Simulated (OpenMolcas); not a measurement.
## Cu2+: effect of the metal basis

Cu2+ with its 8 nearest fluoride ions at 2.238 Å, on the Ca site of CaF2 (a = 5.46294 Å, distance in the model lattice 2.366 Å). The rest of the host is ab initio model potentials to 7.6 Å and point charges beyond; the distance is set by hand and nothing relaxes.

```json
{
 "Program": "OpenMolcas",
 "Method": "CASSCF",
 "Spin-orbit coupling": "RASSI with atomic mean-field integrals over the reference wave functions"
}
```

Fixed: ligand basis ANO-RCC-VDZP, active space 9 electrons in 5 orbitals (3d), DKH2 Hamiltonian.

States (labels of O, the rotations of Oh). Energies in cm-1 above the lowest state or level, χT in cm3 K/mol; under a threefold ground state the first gap can be a small split of the lowest multiplet, not the spin-orbit step; 10Dq is the gap between the two states; 10Dq is negative for this site.

| Run | Metal basis | Ground state | First state of that spin | 10Dq | First gap with spin-orbit (degeneracies) | χT at 300 K | Cost |
| --- | --- | --- | --- | --- | --- | --- | --- |
| A | ANO-RCC-VDZP | 2T2 | 2E 2397 | -2397 | 826.2 (2, 4) | 0.904 | roughly 10 core-seconds |
| B | ANO-RCC-VTZP | 2T2 | 2E 2398 | -2398 | 815.7 (2, 4) | 0.911 | roughly 15 core-seconds |

Against A, |10Dq| changes by 0 % in B.

Costs are those of the RASSCF and RASSI steps.

An orbital triplet at a regular site is open to Jahn-Teller coupling, which can distort the site and quench the lowest spin-orbit gaps and is left out. Ligand-to-metal charge-transfer states are missing. With metal d orbitals alone and no dynamic correlation 10Dq can be off by a tenth to a fifth, either way, in oxide and fluoride hosts. No measured value stands beside these numbers; the geometry was set by hand and not optimised.
